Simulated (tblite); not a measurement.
C3H14Si3.
Structure used (GFN2-xTB), in Å, numbered top down from 1:
```
atom  x, y, z in Å
C1    -2.2201   -0.7264    1.2472
C2    -2.2993   -0.7985   -0.2717
Si3   -0.5829   -0.9516   -1.0875
Si4    0.7861    0.8022   -0.3977
C5     2.1299    1.0800   -1.7250
Si6    1.8415    0.5814    1.6646
H7    -1.6544    0.1489    1.5638
H8    -1.7273   -1.6104    1.6470
H9    -3.2136   -0.6649    1.6899
H10   -2.9227   -1.6479   -0.5547
H11   -2.8076    0.0927   -0.6440
H12   -0.0388   -2.2651   -0.7016
H13   -0.8209   -1.0425   -2.5378
H14    0.0019    2.0619   -0.3972
H15    2.7970    0.2248   -1.7905
H16    2.7381    1.9512   -1.4989
H17    1.6964    1.2304   -2.7092
H18    1.0215   -0.1696    2.6199
H19    3.1135   -0.1403    1.5598
H20    2.1567    1.8544    2.3206
```

Computed values, GFN2-xTB/tblite, gas phase, harmonic and unscaled. Against measured fundamentals such values can be off by several per cent, at times by over 20. Modes of hydrogen on silicon can be 10 to 20 % off. One conformer, not necessarily the lowest. The optimisation stopped once no atom felt more than 0.01 eV/Å.

Lowest wavenumbers of the output (negative numbers stand for imaginary wavenumbers):
```
mode    cm-1
  1     -45.0
  2      31.0
  3      54.6
  4      95.0
  5     105.4
  6     128.0
  7     140.9
  8     164.3
```

**Question.** Is this structure a minimum?

**Answer.** Not by this Hessian. 1 mode is imaginary beyond 20i (45i cm⁻¹), so at this level the point lies at or near a first-order saddle. The curvature is small, so loose convergence or finite differences may be the whole cause.

**Question.** Which atoms move in the imaginary mode?

**Answer.** 45i: H20 (Si–H hydrogen) 34 %, H19 (Si–H hydrogen) 32 %, H18 (Si–H hydrogen) 31 %. These are shares of the mass-weighted motion.

**Question.** What is the remedy?

**Answer.** Step along that mode in both directions, optimise again with tighter thresholds and repeat the frequencies. The zero-point energy of this point (94.2 kcal/mol) counts the 53 real modes alone, and thermal corrections from it aren't those of a minimum.
